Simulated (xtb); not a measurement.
C₂H₅N₃Si, SMILES [SiH]1(N)N=CC=N1. All values are semi-empirical tight-binding results from xtb (GFN2-xTB unless named), good for trends rather than for accurate numbers. Geometry: GFN2-xTB. This is a generated structure with no PubChem entry under its InChIKey; it may be hypothetical. The values are those of a single conformer.

Optimised geometry:

```xyz
11

N     -1.9874     0.7962     0.2570
Si    -0.6224    -0.2131     0.5043
N      0.8224     0.7863     0.7403
C      1.6759     0.4288    -0.1188
C      1.2407    -0.6326    -1.0656
N      0.0682    -1.0707    -0.8954
H     -1.9144     1.5564    -0.4001
H     -2.8803     0.3424     0.1672
H     -0.8593    -1.1452     1.5857
H      2.6618     0.8747    -0.1656
H      1.8839    -1.0042    -1.8537
```

Computed properties:
```json
{
  "orbital_gap": "1.74 eV",
  "dipole_moment": "1.32 D",
  "zero_point_energy": "47.0 kcal/mol",
  "G − E(el) at 298.15 K (modified RRHO)": "28.0 kcal/mol",
  "static polarisability (D4 model)": "71.4 bohr³",
  "solvation energy, GFN2-xTB/ALPB(water)": "-6.0 kcal/mol",
  "solvation energy, GFN2-xTB/ALPB(methanol)": "-6.7 kcal/mol"
}
```

### Question
Give the atomic charges and the Wiberg bond orders between heavy atoms. (An estimate is asked for; the answer gives what the named calculation found.)

### Answer
charges (e) N1 -0.40, Si2 0.58, N3 -0.32, C4 0.06, C5 0.07, N6 -0.33, H7 0.17, H8 0.16, H9 -0.06, H10 0.03, H11 0.03. Bond orders N1–Si2 1.13, Si2–N3 0.92, N3–C4 1.92, C4–C5 1.03, Si2–N6 0.91, C5–N6 1.91.
